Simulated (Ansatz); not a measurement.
A run for Ansatz (a first-principles code): R-revPBE/def2-TZVPPD on C3H7N (a complex). Files ending in .json are basis or fitting sets from the Basis Set Exchange.

Ansatz 0.2 input:
```yaml
crystal:
  periodic: [false, false, false]
  atoms:
    - {symbol: C, position_ang: [0.25606074, -0.65223593, 0.03552309]}
    - {symbol: C, position_ang: [-0.09763162, 0.42388681, 0.42229838]}
    - {symbol: H, position_ang: [0.56814363, -1.60838417, -0.30810510]}
    - {symbol: H, position_ang: [-0.41640434, 1.37658497, 0.76902826]}
    - {symbol: C, position_ang: [-0.58782796, 0.45399772, 4.03447852]}
    - {symbol: N, position_ang: [0.59407437, -0.36439221, 3.77900073]}
    - {symbol: H, position_ang: [-0.73007453, 0.56306663, 5.11106789]}
    - {symbol: H, position_ang: [-1.46856913, -0.05505124, 3.64012133]}
    - {symbol: H, position_ang: [-0.56157487, 1.46393303, 3.59834227]}
    - {symbol: H, position_ang: [1.42875520, 0.08939125, 4.12969438]}
    - {symbol: H, position_ang: [0.72047410, -0.49667677, 2.78267039]}
basis:
  gaussian:
    orbitals: def2-TZVPPD.json
hamiltonian:
  xc: {name: revPBE}
scf: {lower_state_search: off}
```

Task: Predict the final total energy.

Result: -173.2092 hartree.
